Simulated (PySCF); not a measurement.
Technetium: a sound run and one with changed settings

Sound run: Tc [Kr] 4d5 5s2, Tc⁺ [Kr] 4d5 5s1. All numbers are calculated (PySCF 2.14, scalar relativity through the core potential, in aug-cc-pVDZ-PP with ECP28MDF). The sound run starts from symmetry-adapted Hartree-Fock orbitals and uses a fine grid where one is needed.

Changed run: basis STO-3G, all-electron and non-relativistic. This setting is unsound on purpose.

```
species  method  sound run (hartree)  changed run (hartree)  converged
     Tc     UHF            -79.84723            -4163.20517        yes
     Tc   M06-L            -80.46953            -4164.93281        yes
     Tc    TPSS            -80.40159            -4164.67070        yes
    Tc⁺     UHF            -79.64232            -4163.09448        yes
    Tc⁺   M06-L            -80.19575            -4164.74205        yes
    Tc⁺    TPSS            -80.15154            -4164.51368        yes
```

Ionisation energy of Tc:

```
method  sound run (eV)  changed run (eV)
   UHF           5.576             3.012
 M06-L           7.450             5.191
  TPSS           6.804             4.273
```

A minimal basis cannot let orbitals breathe on ionisation and holds almost no correlation. The Hamiltonian changed with the basis, so the totals do not compare.

For comparison, NIST gives 7.119 eV between the lowest levels.
